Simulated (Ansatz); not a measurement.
Gas-phase electronic energies from Ansatz, PBE0-D4/def2-TZVP geometries. CBS: MP2 limit from def2 TZ/QZ plus the TZ coupled-cluster correction, frozen cores. This one scheme is used for every species. DFT in def2-TZVPP. B3LYP here is the variant with VWN-RPA as its local correlation; programs differ in this. Elements past krypton have def2 core potentials. For I outer-core shells are correlated without core-valence functions, which leaves a few kJ/mol of doubt a bond. One conformer a species, not always the lowest.

`F[SiH2]N[SiH2][SiH3]` + `[SiH3]I` → `[SiH3][SiH2]I` + `F[SiH2]N[SiH3]`  (redistribution)

`F[SiH2]N[SiH2][SiH3]`:

Z-matrix (Å, degrees):
```
Si
N 1 1.706
F 1 1.602 2 112.5
H 1 1.478 2 108.9 3 -117.7
H 1 1.480 2 109.2 3 117.5
Si 2 1.740 1 127.7 3 84.7
H 2 1.011 1 115.7 3 -86.3
Si 6 2.344 2 111.8 1 -113.6
H 6 1.491 2 110.7 1 124.5
H 6 1.487 2 106.1 1 6.9
H 8 1.489 6 110.7 2 -175.4
H 8 1.487 6 110.6 2 63.6
H 8 1.490 6 109.6 2 -55.9
```

`[SiH3]I`:

Cartesian coordinates in Å:
```
Si 0.045 -0.201 0.015
I -0.481 2.174 -0.165
H 1.328 -0.343 0.740
H 0.156 -0.761 -1.351
H -1.048 -0.868 0.761
```

`[SiH3][SiH2]I`:

Cartesian coordinates in Å:
```
Si 0.646 0.601 0.848
Si -0.768 -0.566 -0.599
I 0.396 -0.813 -2.741
H -0.007 0.782 2.173
H 0.949 1.931 0.262
H 1.905 -0.168 1.020
H -1.086 -1.928 -0.102
H -2.036 0.162 -0.859
```

`F[SiH2]N[SiH3]`:

```xyz
10

F    -2.104    0.552   -1.343
Si   -0.575    0.942   -1.073
N     0.328   -0.352   -0.425
Si    0.521   -0.793    1.240
H    -0.012    1.320   -2.390
H    -0.591    2.050   -0.095
H     0.715   -0.997   -1.101
H    -0.131   -2.094    1.551
H    -0.110    0.283    2.042
H     1.960   -0.912    1.594
```

```json
{"level": "PBE-D4", "ΔE (kcal/mol)": "-1.7", "difference from CCSD(T)/CBS": "0.7"}
{"level": "PBE0-D4", "ΔE (kcal/mol)": "-1.9", "difference from CCSD(T)/CBS": "0.5"}
{"level": "B3LYP-D4", "ΔE (kcal/mol)": "-1.8", "difference from CCSD(T)/CBS": "0.6"}
{"level": "ωB97X-V", "ΔE (kcal/mol)": "-1.9", "difference from CCSD(T)/CBS": "0.5"}
{"level": "ωB97M-V", "ΔE (kcal/mol)": "-2.1", "difference from CCSD(T)/CBS": "0.3"}
{"level": "B2PLYP", "ΔE (kcal/mol)": "-2.1", "difference from CCSD(T)/CBS": "0.3"}
{"level": "PBE", "ΔE (kcal/mol)": "-1.7", "difference from CCSD(T)/CBS": "0.7"}
{"level": "PBE0", "ΔE (kcal/mol)": "-1.9", "difference from CCSD(T)/CBS": "0.5"}
{"level": "MP2/def2-TZVPP", "ΔE (kcal/mol)": "-2.5", "difference from CCSD(T)/CBS": "-0.1"}
{"level": "SCS-MP2/def2-TZVPP", "ΔE (kcal/mol)": "-2.4", "difference from CCSD(T)/CBS": "0.0"}
{"level": "CCSD(T)/def2-TZVPP", "ΔE (kcal/mol)": "-2.1", "difference from CCSD(T)/CBS": "0.3"}
{"level": "HF/def2-QZVPP", "ΔE (kcal/mol)": "-2.1", "difference from CCSD(T)/CBS": "0.3"}
{"level": "MP2/def2-QZVPP", "ΔE (kcal/mol)": "-2.7", "difference from CCSD(T)/CBS": "-0.3"}
{"level": "HF/CBS(def2)", "ΔE (kcal/mol)": "-2.1", "difference from CCSD(T)/CBS": "0.3"}
{"level": "MP2/CBS(def2)", "ΔE (kcal/mol)": "-2.8", "difference from CCSD(T)/CBS": "-0.4"}
{"level": "CCSD/CBS(def2)", "ΔE (kcal/mol)": "-2.4", "difference from CCSD(T)/CBS": "0.0"}
{"level": "CCSD(T)/CBS", "ΔE (kcal/mol)": "-2.4", "difference from CCSD(T)/CBS": "0"}
```

Largest T1 diagnostic among the species: 0.012.
